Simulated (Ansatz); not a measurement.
`[SH][SnH3]` + CH₃NH₂ → `C[NH][SnH3]` + H₂S at 600 K and 1 bar (ligand exchange at the Sn–S bond).

Gas-phase electronic energies from Ansatz, PBE0-D4/def2-TZVP geometries. CBS: MP2 limit from def2 TZ/QZ plus the TZ coupled-cluster correction, frozen cores. This one scheme is used for every species. Elements past krypton have def2 core potentials. For Sn outer-core shells are correlated without core-valence functions, which leaves a few kJ/mol of doubt a bond.

```csv
species,CCSD(T)/CBS energy (Eh),H − E (kJ/mol),S (J/(mol·K))
`[SH][SnH3]`,-614.20548,117.8,361.0
CH₃NH₂,-95.75281,199.3,283.8
`C[NH][SnH3]`,-310.95876,247.5,405.5
H₂S,-398.97279,60.8,230.9
```

H − E and S are ideal-gas, rigid-rotor, harmonic terms from PBE0-D4/def2-TZVP, for one conformer and one mirror image of each species. 1 Eh = 2625.50 kJ/mol, R = 8.31446 J/(mol·K).

Q: By hand: ΔE, ΔH, ΔS and ΔG.

A: ΔE = (-310.95876) + (-398.97279) − (-614.20548) − (-95.75281) = 0.02674 Eh = 70.2 kJ/mol. Δ(H − E) = 247.5 + 60.8 − 117.8 − 199.3 = -8.8, so ΔH = 61.4 kJ/mol. ΔS = 405.5 + 230.9 − 361.0 − 283.8 = -8.4 J/(mol·K). ΔG = 61.4 − 600 × (-8.4)/1000 = 66.4 kJ/mol.

Q: By hand: the equilibrium constant, and the temperature at which ΔG would vanish if ΔH and ΔS stayed fixed.

A: log₁₀ K = −ΔG/(RT ln 10) = -5.8. ΔH and −TΔS have one sign here, so there is no such temperature.

The number of gas molecules stays the same, so ΔS is small and ΔH decides. A doubt of 5 kJ/mol in ΔE shifts log₁₀ K by 0.4 here. Other conformers and mirror images would add mixing entropy, several J/(mol·K) or more a flexible species. These are equilibria of isolated gas molecules and say nothing of rates. Largest T1 diagnostic: 0.012 (customary marks: 0.02 for closed shells, 0.045 for open ones).

ΔS is within the doubt of such terms, so its sign, and with it that verdict, could turn.
